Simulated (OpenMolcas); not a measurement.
Cu3+ among 5 point charges of -1.5 e arranged as a trigonal bipyramid (D3h).

```
Program             : OpenMolcas 26.06
Method              : CASSCF
Basis               : ANO-RCC-VTZP [6s5p3d2f1g]
Scalar Hamiltonian  : DKH2, point nucleus
Active space        : 8 electrons in 5 orbitals (3d)
State averaging     : 2S+1 = 3 even, 10 roots; 2S+1 = 1 even, 15 roots
Spin-orbit coupling : state interaction with AMFI integrals over the reference wave functions
```

All point charges move together. At R = 2.02 Å the first state of the same spin is 676.7 cm-1, and at R = 2.19 Å it is 436.9 cm-1.

A third run gives 1124 cm-1. What distance was it run at?

With a power law R^-n the two known points give n = -ln(436.9 / 676.7) / ln(2.19 / 2.02) = 5.41. Then R = 2.02 × (676.7 / 1124)^(1/5.41) = 1.839 Å. The run was at 1.83 Å, so the estimate is off by +0.009 Å.

An orbital doublet at a regular site is open to a Jahn-Teller distortion, which this geometry leaves out. Without dynamic correlation the repulsion within the d shell is too large (B by tens of per cent), so at a given field states of lower spin stand too high. Point charges give a weaker field than real ligands, and real ions of this kind are often low spin; the high spin found here belongs to the model. The ground term spreads over less than 5000 cm-1, several times less than with real ligands, so orbital moments are less quenched and χT lies further from the spin-only value than at real sites. Point charges carry no covalency, so the field is a model and not that of real ligands. An unlabelled pair can be two single states that coincide in this model. No measured value stands beside these numbers.
